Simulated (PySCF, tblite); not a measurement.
Isomers of C4H7N3Si. All values are computed: GFN2-xTB (tblite) harmonic vibrations without scaling, gas phase. Errors from tens to a few hundred cm⁻¹ against measured bands are possible. Modes of hydrogen on silicon can be 10 to 20 % off. One conformer each.

Electronic energies: PBE0-D3(BJ)/def2-SVP at its own geometries (PySCF, gas phase).

| SMILES | electronic energy, lowest = 0 (kcal/mol) |
| --- | --- |
| C=Cn1ncc([SiH3])n1 | 3.7 |
| C=Cc1n[nH]nc1[SiH3] | 0.0 |
| Cc1cc([SiH3])nnn1 | 17.1 |

Task: How do GFN2-xTB zero-point energies change the relative energies?

Result: 
```
             SMILES  ZPE (kcal/mol)  of it from modes above 1550 cm⁻¹  electronic (kcal/mol)  with ZPE, lowest = 0 (kcal/mol)  lowest mode (cm⁻¹)  rings
C=Cc1n[nH]nc1[SiH3]            64.9                              30.3                    0.0                              0.0                  68      1
 C=Cn1ncc([SiH3])n1            64.8                              30.1                    3.7                              3.6                  21      1
  Cc1cc([SiH3])nnn1            63.8                              27.2                   17.1                             15.9                 18i      1
```

The zero-point energies span 1.1 kcal/mol, from `Cc1cc([SiH3])nnn1` to `C=Cc1n[nH]nc1[SiH3]`. Slightly imaginary modes are left out of the zero-point energy: `Cc1cc([SiH3])nnn1` 17.6i cm⁻¹. The order is unchanged.

Task: And how do the electronic energies of GFN2-xTB itself compare?

Result: `C=Cc1n[nH]nc1[SiH3]` 6.0; `C=Cn1ncc([SiH3])n1` 0.0; `Cc1cc([SiH3])nnn1` 12.0 kcal/mol, lowest = 0. Against the energies above, taken from the same isomer `C=Cc1n[nH]nc1[SiH3]`, the largest difference is 11.1 kcal/mol. The two levels were optimised apart and needn't hold the same conformer.
